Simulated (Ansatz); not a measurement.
`[SiH3][SnH3]` + `BC` → `[BH2][SnH2][SiH3]` + CH₄ at 298.15 K and 1 bar (formal exchange of groups at the Sn–H bond).

Gas-phase electronic energies from Ansatz, PBE0-D4/def2-TZVP geometries. CCSD(T)/CBS adds triple-zeta CCSD(T) − MP2 to the extrapolated MP2 energy (def2 sets, frozen cores). This one scheme is used for every species. Elements past krypton have def2 core potentials. For Sn outer-core shells are correlated without core-valence functions, which leaves a few kJ/mol of doubt a bond.

```tsv
species	CCSD(T)/CBS energy (Eh)	H − E (kJ/mol)	S (J/(mol·K))
`[SiH3][SnH3]`	-506.68362	133.9	307.2
`BC`	-65.83255	158.6	247.5
`[BH2][SnH2][SiH3]`	-532.05307	173.5	362.1
CH₄	-40.46206	127.4	186.2
```

H − E and S are ideal-gas, rigid-rotor, harmonic terms from PBE0-D4/def2-TZVP. 1 Eh = 2625.50 kJ/mol, R = 8.31446 J/(mol·K).

Task: By hand: ΔE, ΔH, ΔS and ΔG.

Result: ΔE = (-532.05307) + (-40.46206) − (-506.68362) − (-65.83255) = 0.00104 Eh = 2.7 kJ/mol. Δ(H − E) = 173.5 + 127.4 − 133.9 − 158.6 = 8.4, so ΔH = 11.1 kJ/mol. ΔS = 362.1 + 186.2 − 307.2 − 247.5 = -6.4 J/(mol·K). ΔG = 11.1 − 298.15 × (-6.4)/1000 = 13.0 kJ/mol.

Task: By hand: the equilibrium constant, and the temperature at which ΔG would vanish if ΔH and ΔS stayed fixed.

Result: log₁₀ K = −ΔG/(RT ln 10) = -2.3. ΔH and −TΔS have one sign here, so there is no such temperature.

The number of gas molecules stays the same, so ΔS is small and ΔH decides. A doubt of 5 kJ/mol in ΔE shifts log₁₀ K by 0.9 here. These are equilibria of isolated gas molecules and say nothing of rates. Largest T1 diagnostic: 0.014 (customary marks: 0.02 for closed shells, 0.045 for open ones).
